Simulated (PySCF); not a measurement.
**Working out the ionisation energy of Se**

Se [Ar] 3d10 4s2 4p4 (3P) → Se⁺ [Ar] 3d10 4s2 4p3 (4S). Calculation: PySCF 2.14, in def2-QZVPPD (12s8p5d4f1g, 98 functions); the non-relativistic Hamiltonian (point nucleus). Frozen: [Ar] 3d10. Energies in hartree (1 hartree = 27.21139 eV):

```csv
part,Se (lower),Se⁺ (upper)
UHF,-2399.874716,-2399.559163
CCSD correlation,-0.127886,-0.094917
(T),-0.004547,-0.003124
```

Question: What does Hartree-Fock give?

Answer: (-2399.559163) − (-2399.874716) = 0.315553 hartree = 8.587 eV.

Question: What do CCSD and CCSD(T) give?

Answer: The CCSD correlation energies differ by 0.032969 hartree = 0.897 eV and the triples by 0.001423 hartree = 0.039 eV, so CCSD gives 9.484 eV and CCSD(T) 9.523 eV.

Measured between the centres of the two terms (NIST): 9.635 eV, so CCSD(T) (valence) is off by -0.112 eV.

The calculation is non-relativistic.

What remains against the reference includes basis incompleteness, the frozen core and higher excitations.
